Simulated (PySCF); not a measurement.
sulfur tetrafluoride anion (F4S), SMILES FS(F)(F)F (connectivity only; charge and spin as stated), charge -1, multiplicity 2. Atoms are numbered in the order given.

```xyz
5

F     -0.2283     1.6134     0.0000
S      0.4278    -0.2586     0.0000
F      0.3319    -0.2667    -1.7734
F      0.3319    -0.2667     1.7734
F     -1.1961    -0.6203     0.0000
```
Charge -1, spin multiplicity 2.

The structure is a stationary point at r2SCAN-D4/def2-SVPD. The spin state was assumed, not searched.

Two levels are set side by side: PBE/pcH-1 (PySCF) and PBE0/pcH-1 (PySCF). Contact hyperfine couplings, same geometry. Differences are taken from unrounded values.

```tsv
quantity	PBE0
A(iso) of 19F, atom F1 (MHz)	746.0
A(iso) of 33S, atom S2 (MHz)	65.3
A(iso) of 19F, atom F3 (MHz)	23.4
A(iso) of 19F, atom F4 (MHz)	23.4
A(iso) of 19F, atom F5 (MHz)	205.9
```

### Question
What does PBE give, and how far is it from PBE0? (The exact figures need the calculation; the answer reports its results.)

### Answer

```csv
quantity,PBE,PBE minus PBE0
"A(iso) of 19F, atom F1 (MHz)",612.6,-133.4
"A(iso) of 33S, atom S2 (MHz)",22.5,-42.8
"A(iso) of 19F, atom F3 (MHz)",11.2,-12.1
"A(iso) of 19F, atom F4 (MHz)",11.2,-12.1
"A(iso) of 19F, atom F5 (MHz)",213.6,7.7
```

Rough cost on one machine, each run with all the roots and properties that it gave: PBE0 against PBE within a factor of 2.
